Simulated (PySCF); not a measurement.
## Calculated data, BH$_{4}$OSi

Computed with PySCF 2.14.0. Calculation on a computer-drawn molecule: the log of a Hartree-Fock and frozen-core CCSD(T) single point meant for a local Hartree-Fock minimum, with one planted fault or none, to be diagnosed. Offsets are logged minus clean, where the clean run is the same molecule without the fault. The reference is restricted for singlets and unrestricted otherwise, and also for a bond in bohr or an excited solution. Adding or removing an electron swaps singlet and doublet. The excited solution moves the top pair (singlet) or top alpha electron (doublet) to the lowest empty orbital. Highest occupied and lowest empty are orbital energies over both spins, largest force is the largest gradient component, triples share is (T) over the correlation energy, the T1 limit is 0.02 restricted and 0.045 unrestricted, electrons count all cores, a negative frequency is imaginary (commonest isotopes), and the dipole is about the centre of nuclear charge.

```yaml
- formula: BH4OSi
  logged_structure:
    atoms_angstrom:
      - [B, -1.807, 0.7014, 0.2434]
      - [Si, 1.6643, 1.0004, -0.3039]
      - [O, 2.9029, 0.9331, 0.8711]
      - [H, -2.2768, 0.5295, 1.3491]
      - [H, -2.5514, 0.7732, -0.7089]
      - [H, 2.4189, 1.2112, -1.5656]
      - [H, 2.5581, 0.7997, 1.7375]
  given:
    meant_charge: -1
    meant_multiplicity: 1
    meant_basis: "aug-cc-pV(D+d)Z"
    logged_electrons: 32
    logged_basis_functions: 114
    logged_SCF_converged: "yes"
    logged_spin_squared: 1.0307
    "logged_highest_occupied [eV]": -0.48337
    "logged_lowest_empty [eV]": 3.6135
    "logged_largest_force [hartree/bohr]": 0.028207
    logged_T1_diagnostic: 0.037134
    logged_D1_diagnostic: 0.18076
    logged_triples_share: 0.032148
    logged_CC_converged: "yes"
    "logged_dipole_magnitude [debye]": 2.8078
    logged_SCF_stable_within_its_kind: "yes"
    "logged_energy_HF [hartree]": -390.70288
    "logged_energy_CCSD(T) [hartree]": -391.142
    possible_faults: "no fault, one electron removed, one electron added, multiplicity raised by two, geometry at a saddle point, SCF held on an excited solution, minimal basis STO-3G, one bond length entered in bohr, all coordinates scaled"
    drawn_bonds_atom: [1, 2, 1, 1, 2, 3]
    drawn_bonds_other_atom: [2, 3, 4, 5, 6, 7]
    drawn_bonds_order: [1, 1, 1, 1, 1, 1]
  results:
    planted_fault: "one bond length entered in bohr, row 1 of the drawn bonds"
    "HF_energy_offset_from_clean_run [kcal/mol]": 68.57
    "CCSD(T)_energy_offset_from_clean_run [kcal/mol]": 90.8
```
